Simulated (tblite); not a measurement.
C2H8B2N (doublet state).
SMILES with atom numbers: `[BH2:1][N:2][B:3]([CH3:4])[CH3:5]` (hydrogens: H6, H7 on B1; H8, H9, H10 on C4; H11, H12, H13 on C5)

Computed with GFN2-xTB (tblite), gas phase: L-BFGS steps from a force-field or distance-geometry start until the largest atomic force falls under 0.01 eV/Å.

Geometry at step 7:
```
atom  x, y, z in Å
B1      2.1906    0.2387   -0.3757
N2      1.0792    0.3082    0.3699
B3     -0.2315    0.0381    0.1541
C4     -0.5573   -1.4509   -0.2974
C5     -1.2369    1.2550    0.0429
H6      2.4842   -0.8319   -0.7455
H7      2.6336    1.2267   -0.8154
H8     -0.6829   -2.0792    0.5775
H9      0.2883   -1.8383   -0.8609
H10    -1.4335   -1.5115   -0.9265
H11    -0.7734    2.2296    0.1732
H12    -1.7191    1.2590   -0.9238
H13    -2.0459    1.1570    0.7486
```

Q: Give the atomic forces at this geometry.

A: 
| atom | Fx (eV/Å) | Fy (eV/Å) | Fz (eV/Å) |
| --- | --- | --- | --- |
| B1 | 0.072 | 0.144 | -0.246 |
| N2 | -0.113 | 0.110 | 0.178 |
| B3 | 0.306 | 0.354 | -0.144 |
| C4 | -0.138 | -0.201 | -0.020 |
| C5 | -0.441 | 0.111 | 0.010 |
| H6 | 0.509 | -0.126 | -0.078 |
| H7 | 0.438 | 0.037 | 0.060 |
| H8 | -0.135 | -0.121 | -0.003 |
| H9 | -0.080 | -0.057 | 0.065 |
| H10 | -0.254 | -0.079 | 0.030 |
| H11 | 0.065 | -0.142 | 0.120 |
| H12 | -0.018 | -0.061 | -0.362 |
| H13 | -0.211 | 0.031 | 0.390 |

The largest, 0.53 eV/Å, acts on H6; the rms over all components is 0.204 eV/Å. The forces sum to zero within rounding, as they must for an isolated molecule in no field.

Q: Give the force on H6 in Eh/bohr and in nN.

A: 0.530 eV/Å ÷ 51.422 = 0.01031 Eh/bohr, and 0.530 eV/Å × 1.602 = 0.85 nN.

Q: How far is this geometry from the end of the optimisation?

A: 0.500 eV above it, and 0.471 Å rms away after alignment. The bonds farthest from their final lengths, with half the difference of the two atoms' forces along the bond (positive lengthens):

```tsv
bond	now (Å)	final (Å)	force along bond (eV/Å)
B3–C5	1.582	1.608	+0.14
B3–C4	1.590	1.607	+0.29
B1–H7	1.169	1.180	-0.03
N2–B3	1.356	1.345	-0.20
B1–H6	1.170	1.179	+0.15
C5–H13	1.078	1.087	+0.04
```

The angle farthest from its final value is B1–N2–B3, 134.7° against 179.5°.

Of the 4 listed bonds off by 0.010 Å or more, this force points towards the final length in 3.

Hardware: one thread of an Arm Neoverse V1, no GPU, shared host.
